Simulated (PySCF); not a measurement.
## Computed vibrations of PbCl4

PbCl4 (singlet). PySCF 2.14.0, RKS PBE0, Pb def2-SVP with ECP60, Cl def2-SVP; non-relativistic Hamiltonian with scalar-relativistic core potentials where named; density fitting; no spin-orbit coupling. Central differences of gradients.

```xyz
5

Pb    0.0000    0.0000    0.0000
Cl    1.3939    1.3939    1.3939
Cl   -1.3939   -1.3939    1.3939
Cl    1.3939   -1.3939   -1.3939
Cl   -1.3939    1.3939   -1.3939
```

Run from Python with OMP_NUM_THREADS=2. Where DIIS fails, smearing, a level shift and second-order steps follow.
It took 15 s on 2 threads of AMD EPYC 7R43 64-Core Processor (Zen 3), on a shared host.

Q: What are the harmonic wavenumbers and infrared intensities?

A: Modes are labelled in Td; negative numbers are unstable modes, those under 60 cm⁻¹ near the noise; a finer grid moves soft modes by up to 10 cm⁻¹.
```
cm⁻¹  km/mol  symmetry
  84     0.0         e
  84     0.0         e
 104     9.9        t2
 104     9.9        t2
 104     9.9        t2
 322     0.0        a1
 352    40.9        t2
 352    40.9        t2
 352    40.9        t2
```

Q: Is this a minimum?

A: Yes. Ideal gas at 298.15 K and 1 bar: S = 382.3 J/(mol K), Cp = 100.6 J/(mol K), H − H(0 K) = 23.5 kJ/mol (rigid rotor, harmonic modes, spin degeneracy alone).
